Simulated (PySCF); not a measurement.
**Nuclear quadrupole coupling in `CCO[SiH2]S[SiH3]`**

Species: C2H10OSSi2.
Cartesian coordinates in Å at the PBE0-D3(BJ)/def2-SVP level; atoms count from 1:
```xyz
16
C2H10OSSi2 angstrom
C     -2.4838    0.5299    0.5345
C     -1.2150   -0.2633    0.3110
O     -0.2064    0.0817    1.2385
Si     0.8644    1.3385    1.0852
S      1.9416    1.1794   -0.7684
Si     2.5663   -0.8733   -0.5564
H     -3.2713    0.2013   -0.1607
H     -2.8492    0.3921    1.5630
H     -2.3168    1.6060    0.3715
H     -0.8470   -0.1217   -0.7227
H     -1.4096   -1.3407    0.4375
H      1.7658    1.2188    2.2590
H      0.2139    2.6800    1.0286
H      3.7089   -1.0643   -1.4936
H      3.0016   -1.1382    0.8466
H      1.4671   -1.8148   -0.9195
```

Field gradients from the PBE0/pcSseg-1 density (PySCF, non-relativistic), principal values in atomic units, ordered |Vxx| ≤ |Vyy| ≤ |Vzz|:

```
atom      Vxx      Vyy      Vzz
  O3  -0.5183  -1.1410   1.6593
  S5   0.2799   1.2801  -1.5600
```

Problem. Find the asymmetry η = (Vxx − Vyy)/Vzz and the couplings χ = eQV/h (234.96 MHz × Q in barn × V in au), with Q(17O) = −0.0256 b, Q(33S) = −0.0678 b.

Solution. 
| atom | environment | nucleus | η | χzz (MHz) | χxx (MHz) | χyy (MHz) |
| --- | --- | --- | --- | --- | --- | --- |
| O3 | silyl ether oxygen | 17O | 0.38 | -9.98 | 3.12 | 6.86 |
| S5 | sulfur bonded to 2 Si | 33S | 0.64 | 24.85 | -4.46 | -20.39 |

Problem. What is Vzz at O3 in SI units (1 au = 9.71736 × 10²¹ V/m²)?

Solution. 1.6593 au = 16.124 × 10²¹ V/m².

Problem. And the gradient at the other heavy atoms, for which no coupling is worked out here?

Solution. 
```tsv
atom	environment	Vzz (au)	η
C1	methyl carbon	0.039	0.56
C2	sp3 carbon bound to oxygen	0.430	0.14
Si4	oxygen-bound silicon	0.490	0.99
Si6	SiH3 silicon	0.530	0.03
```

Were the hydrogens deuterons (Q(2H) = 0.00286 b), χzz would run from 92 kHz (H13 and H15) to 196 kHz (H7 and H8).

The structure is a single PBE0-D3(BJ)/def2-SVP conformer in the gas phase; no vibrational or solvent corrections. A larger basis could move these couplings by a tenth or more.
